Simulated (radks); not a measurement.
Problem. Ni4+, configuration [Ne] 3s1 3p6 3d7 (not the ground configuration). Calculated with a radial shooting solver on a logarithmic mesh with Libxc functionals: Dirac Kohn-Sham, SOGGA, spin-unpolarised, spherical densities, point nucleus; open shells fill j = l - 1/2 first. Some entries of the table are withheld. Estimate them.

| orbital | occ. | eigenvalue (eV) | r(max) (bohr) |
|---|---|---|---|
| 1s1/2 | 2 | -8271.446 | 0.03542 |
| 2s1/2 | 2 | (1) | 0.2047 |
| 2p1/2 | 2 | (2) | 0.1630 |
| 2p3/2 | 4 | (3) | 0.1656 |
| 3s1/2 | 1 | -173.7659 | (4) |
| 3p1/2 | 2 | (5) | 0.6361 |
| 3p3/2 | 4 | (6) | 0.6434 |
| 3d3/2 | 4 | -69.4487 | (7) |
| 3d5/2 | 3 | -69.1477 | (8) |

Solution. 
(1) 2s1/2 eigenvalue (eV): -1046.989
(2) 2p1/2 eigenvalue (eV): -922.2696
(3) 2p3/2 eigenvalue (eV): -904.7837
(4) 3s1/2 r(max) (bohr): 0.6361
(5) 3p1/2 eigenvalue (eV): -135.3130
(6) 3p3/2 eigenvalue (eV): -132.9850
(7) 3d3/2 r(max) (bohr): 0.6041
(8) 3d5/2 r(max) (bohr): 0.6064
